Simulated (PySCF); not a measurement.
SMILES [Si]=[SiH2] (H2Si2) (B3LYP/def2-SVP optimised geometry):

```
4

Si    -0.686     0.000     0.000
Si     1.520     0.000     0.000
H     -1.520     1.239     0.000
H     -1.520    -1.239     0.000
```

Method: B3LYP/def2-TZVP (PySCF).

Q: What are the frontier orbital energies and the dipole moment?

A: HOMO-2 -9.95 eV, HOMO-1 -7.10 eV, HOMO -5.66 eV, LUMO -3.67 eV, LUMO+1 -1.85 eV; dipole moment 0.08 D.

On the same geometry PBE/def2-TZVP in PySCF 2.14.0 gives HOMO-2 -8.87 eV, HOMO-1 -6.28 eV, HOMO -5.07 eV, LUMO -4.41 eV, LUMO+1 -2.43 eV; dipole moment 0.12 D.

Meta-Löwdin charges at B3LYP/def2-TZVP: Si1 0.05, Si2 0.06, H3 -0.05, H4 -0.05.
